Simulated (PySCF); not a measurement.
An unknown is described by computed data only.

Formula: C4H10P2S.

* Rotational structure: rotational constants A, B, C: 1.423, 1.410, 0.904 GHz [GFN2-xTB]
* 1H NMR: chemical shifts (computed TMS as zero) by class: 3.19 (2 H), 1.52 (3 H), 1.38 (3 H), 1.17 (1 H), 1.07 (1 H) ppm [GIAO PBE0/pcSseg-1]
* Triplet: lowest triplet excitation (Tamm–Dancoff): 4.00 eV [TDA CAM-B3LYP/def2-SVPD]
* Dipole: 4.19 D [CAM-B3LYP/def2-SVPD]
* NMR, other nuclei: isotropic shieldings of nuclei other than C and H, by class: 403 (1 P), 472 (1 P), 732 (1 S) ppm [GIAO PBE0/pcSseg-1]
* 13C NMR: chemical shifts (computed TMS as zero) by class: 37.9 (1 C), 35.0 (1 C), 19.6 (1 C), 14.6 (1 C) ppm [GIAO PBE0/pcSseg-1]
* Polarisability: 122.9 au [CAM-B3LYP/def2-SVPD]

Gas-phase values; electronic properties from PySCF, density fitting. Levels stand in brackets. Geometry: GFN2-xTB, one conformer, isolated molecule. Each NMR value is the plain mean over a class of atoms that symmetry, rotation or inversion makes alike.

Question: Give a SMILES that accounts for the data.

Answer: Numbering: `[CH3:1][C@@H:2]1[C@@H:3]([CH3:4])[P:5]1([PH2:6])=[S:7]`. 4 carbons fall into 4 classes; from least to most shielded: ring sp3 carbon bound to phosphorus [C2] (37.9 ppm), ring sp3 carbon bound to phosphorus [C3] (35.0 ppm), methyl carbon [C1] (19.6 ppm), methyl carbon [C4] (14.6 ppm). Hydrogen classes from least to most shielded: 2 H on a three-coordinate phosphorus, P6 (3.19 ppm), 3 H on a methyl carbon, C4 (1.52 ppm), 3 H on a methyl carbon, C1 (1.38 ppm, a mean of values up to 0.9 ppm apart in this geometry), 1 H on an sp3 carbon bound to phosphorus, C2 (1.17 ppm), 1 H on an sp3 carbon bound to phosphorus, C3 (1.07 ppm). The other shieldings belong to: 403 ppm, phosphorus bonded to 2 C, P and S [P5]; 472 ppm, three-coordinate phosphorus [P6]; 732 ppm, sulfur bonded to P [S7]. The optimised geometry has point group C1 and is an asymmetric top. Structure: `C[C@@H]1[C@@H](C)P1(P)=S`. Computed isomers that give other values at the same levels: `PP1CCSCC1` (13C chemical shifts (computed TMS as zero) by class: 35.3 (2 C), 33.4 (2 C) ppm); `C=C[P@H](=S)CCP` (13C chemical shifts (computed TMS as zero) by class: 145.5 (1 C), 134.2 (1 C), 34.9 (1 C), 11.2 (1 C) ppm); `C/C=C\[P@H](=S)CP` (13C chemical shifts (computed TMS as zero) by class: 157.2 (1 C), 129.6 (1 C), 22.4 (1 C), 20.1 (1 C) ppm). The assignments are read from this structure; whether some other isomer fits the data as well wasn't checked. The mirror image fits equally.

The values belong to the conformer `[CH3:1][C@@H:2]1[C@@H:3]([CH3:4])[P:5]1([PH2:6])=[S:7]`: H–P6–P5–C3 -157°, H–P6–P5–C3 111°.
